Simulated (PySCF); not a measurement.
# Electron correlation in B (boron, neutral)

[He] 2s2 2p1, 2P determinant. Computed with PySCF 2.14 in aug-cc-pVDZ (4s3p2d, 23 functions), with no relativity, point nucleus. Frozen: 1s2; 3 electrons correlated.

MP2 pair energies summed by pair of shells (mhartree):

```tsv
pair	energy	share (%)
2s-2s	-21.96	59.2
2s-2p	-15.11	40.8
```

Total MP2 correlation energy: -37.07 mhartree.

Same-spin part -2.55 and opposite-spin part -34.52 mhartree; SCS-MP2 scales them by 1/3 and 6/5 to -42.28 mhartree.

```
  level  correlation energy (mhartree)
   CCSD                         -59.62
    (T)                          -0.91
CCSD(T)                         -60.53
```

Diagnostics: T1 = 0.014, D1 = 0.0268, largest double amplitude 0.076.

Q: Is a single reference adequate?

A: Mostly. T1 lies below 0.03, but a double amplitude of this size points to a near-degeneracy that CCSD handles and MP2 describes poorly.
